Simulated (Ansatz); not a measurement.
**A geometry optimisation of F2HPSi with B3LYP-D3(BJ)/6-311G****

The starting geometry of this gas-phase singlet was optimised with GFN2-xTB.

```json
{"atom": "F", "x (Å)": "-1.0070", "y (Å)": "-1.8755", "z (Å)": "-3.5206"}
{"atom": "F", "x (Å)": "-0.2865", "y (Å)": "0.9197", "z (Å)": "-0.5646"}
{"atom": "P", "x (Å)": "-1.2118", "y (Å)": "-0.3715", "z (Å)": "-1.0156"}
{"atom": "Si", "x (Å)": "-0.2814", "y (Å)": "-0.4685", "z (Å)": "-3.0862"}
{"atom": "H", "x (Å)": "-2.2518", "y (Å)": "0.4465", "z (Å)": "-1.5021"}
```

Question: Predict what becomes of its bonds when it is optimised with B3LYP-D3(BJ)/6-311G**.

Answer: It keeps its bonds.

The energy falls by 0.10 eV over 6 steps:

```csv
step,E − E(last) (eV)
1,0.104
2,0.021
3,0.003
4,0.000
5,0.000
6,0.000
```

Final geometry (Å):

```json
{"atom": "F", "x (Å)": "-1.2024", "y (Å)": "-1.7390", "z (Å)": "-3.5480"}
{"atom": "F", "x (Å)": "-0.3314", "y (Å)": "1.0422", "z (Å)": "-0.4969"}
{"atom": "P", "x (Å)": "-1.1169", "y (Å)": "-0.3326", "z (Å)": "-0.9670"}
{"atom": "Si", "x (Å)": "-0.1337", "y (Å)": "-0.5854", "z (Å)": "-3.0762"}
{"atom": "H", "x (Å)": "-2.2542", "y (Å)": "0.2657", "z (Å)": "-1.6010"}
```

Frequencies at the end are all real (lowest 95 cm⁻¹). Run with Ansatz 0.2.0, 7.5 s on 2 threads of Arm Neoverse V2 (shared host).
